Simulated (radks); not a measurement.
Results of a calculation; reference values are marked as such.
Neutral iron inside a hard spherical wall (all orbitals vanish at R), configuration held at [Ar] 3d6 4s2 and not refilled when levels cross. Code: a radial shooting solver on a logarithmic mesh with Libxc functionals. Model: scalar-relativistic Kohn-Sham, LDA (Slater exchange, VWN5 correlation), spin-polarised, spherical densities, finite nucleus; open shells are filled with parallel spins first; Fermi nuclear charge, rms radius 3.7377 fm. Eigenvalues in eV for spin up, with the zero of energy where the potential of the charges vanishes at infinity; a dash marks a level that is unbound or too diffuse for the functional's potential to be trusted. A positive occupied level is held by the wall or, in an anion where self-interaction has pushed it up, behind a barrier. The pressure on the wall is -dE/dV.

R (bohr)  E (hartree)  kinetic (hartree)    e(3s)    e(3p)   e(3d)   e(4s)  e(4p, empty)  e(5s, empty)  pressure (GPa)
free      -1270.32439           1284.910  -95.005  -61.390  -9.071  -5.820        -1.570        -0.046               0
20        -1270.32439           1284.910  -95.005  -61.390  -9.071  -5.820        -1.570         0.056        < 0.0001
12        -1270.32437           1284.910  -95.002  -61.387  -9.068  -5.818        -1.550         0.735        0.000465
10        -1270.32412           1284.913  -94.980  -61.365  -9.046  -5.800        -1.483         1.550         0.00755
8         -1270.32148           1284.934  -94.827  -61.212  -8.897  -5.669        -1.176         3.702           0.126
7         -1270.31498           1284.977  -94.567  -60.952  -8.645  -5.431        -0.722         6.084           0.525
6         -1270.29414           1285.090  -93.976  -60.362  -8.077  -4.842         0.272        10.531            2.30
3.5       -1269.65239           1287.505  -86.586  -53.081  -1.020   5.812        14.653        59.770             179
3         -1268.93204           1289.908  -81.615  -48.220   3.952  15.489        26.440        94.612             555
2         -1262.07086           1311.642  -54.925  -21.287  34.019  89.620        107.93        301.23           10200
